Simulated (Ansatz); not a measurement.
Start from `OB(O)O[SiH3]` and change one element to get `[OH][Ga]([OH])[O][SiH3]`.

Ansatz, PBE0-D4/def2-TZVP geometries, multiplicity 1. Each molecule was computed in one conformer, which needn't be the lowest.

Scalar relativity is left out up to krypton.

| property | `OB(O)O[SiH3]` |
| --- | --- |
| size of the dipole moment (PBE/def2-TZVPP) / D | 0.81 |
| LUMO energy (ωB97M-V/def2-TZVPP) / eV | 1.65 |
| LUMO energy (B3LYP/def2-TZVPP) / eV | -0.14 |
| size of the dipole moment (B3LYP/def2-TZVPP) / D | 0.77 |
| HOMO energy (B3LYP/def2-TZVPP) / eV | -8.73 |
| LUMO energy (PBE/def2-TZVPP) / eV | -0.70 |

(1) Give the same properties after the change, and the shifts. (Best estimate.)

## Answers

(1) The calculation gave: 
```json
{"property": "size of the dipole moment (PBE/def2-TZVPP) / D", "`[OH][Ga]([OH])[O][SiH3]`": "1.22", "shift": "0.41"}
{"property": "LUMO energy (ωB97M-V/def2-TZVPP) / eV", "`[OH][Ga]([OH])[O][SiH3]`": "0.62", "shift": "-1.03"}
{"property": "LUMO energy (B3LYP/def2-TZVPP) / eV", "`[OH][Ga]([OH])[O][SiH3]`": "-1.49", "shift": "-1.35"}
{"property": "size of the dipole moment (B3LYP/def2-TZVPP) / D", "`[OH][Ga]([OH])[O][SiH3]`": "1.16", "shift": "0.39"}
{"property": "HOMO energy (B3LYP/def2-TZVPP) / eV", "`[OH][Ga]([OH])[O][SiH3]`": "-8.46", "shift": "0.27"}
{"property": "LUMO energy (PBE/def2-TZVPP) / eV", "`[OH][Ga]([OH])[O][SiH3]`": "-2.09", "shift": "-1.39"}
```

With PBE0 the HOMO rises by 0.28 eV and the LUMO falls by 1.28 eV, so the gap narrows by about 1.56 eV. PBE moves the HOMO by 0.26 eV and ωB97M-V by 0.27 eV. Dipoles are sizes alone; their direction can turn.

B3LYP here is the variant with VWN-RPA as its local correlation; programs differ in this.
